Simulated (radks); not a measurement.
Values are calculated unless marked as measured or tabulated.
All-electron atom: Rh V in [Kr] 4d5. Level of theory: scalar-relativistic Kohn-Sham, r2SCAN, spin-polarised, spherical densities, finite nucleus; open shells are filled with parallel spins first (spin-orbit coupling, left out, can overturn this in heavy ions); meta-GGA in the generalised Kohn-Sham scheme; Fermi nuclear charge, rms radius 4.4945 fm (a radial shooting solver on a logarithmic mesh with Libxc functionals). Some entries of the table are withheld. Estimate them.

orbital,occ.,eigenvalue (eV),r(max) (bohr)
1s down,1,-23139.80,0.02118
1s up,1,-23139.77,0.02118
2s up,1,-3415.361,0.1197
2s down,1,-3413.946,0.1197
2p up,3,-3063.642,0.09579
2p down,3,-3062.608,0.09578
3s up,1,-660.3884,0.3508
3s down,1,-660.0112,0.3509
3p up,3,-543.8776,0.3442
3p down,3,-543.3445,0.3444
3d up,5,(1),0.2918
3d down,5,(2),0.2922
4s up,1,-139.6095,0.8817
4s down,1,-134.0741,0.8752
4p up,3,-106.1062,0.9400
4p down,3,-100.2140,0.9333
4d up,5,-56.9179,1.089
4d down,0,-50.5235,1.081

Answer. 
(1) 3d up eigenvalue (eV): -358.2973
(2) 3d down eigenvalue (eV): -357.1961
